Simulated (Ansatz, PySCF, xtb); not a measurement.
Bond stretch in CaH, doublet. Each curve is given relative to its own lowest point near equilibrium.

```csv
R / Å,A,B,C
1.58,0.969,0.510,0.766
1.68,0.515,0.263,0.382
1.78,0.231,0.121,0.152
1.89,0.061,0.039,0.028
1.94,0.022,0.018,0.005
1.99,0.003,0.006,0.000
2.05,0.000,0.000,0.012
2.12,0.021,0.004,0.048
2.19,0.064,0.019,0.102
2.34,0.206,0.085,0.261
2.46,0.355,0.163,0.413
2.70,0.699,0.360,0.739
```

Energies in eV.

Question: Assign the columns to these levels of theory: GFN1-xTB (xtb); Ansatz (a program for electronic structure) with unrestricted PBE/def2-SVP; MP2 on UHF/def2-SVP, 5 core orbitals frozen in PySCF.

Answer: A is UMP2; B is GFN1-xTB; C is UKS-PBE.

The scan ran from 1.58 to 7.99 Å; beyond the distances shown one of the unrestricted levels run for this scan, shown here or not, changes its spin distribution in one step.
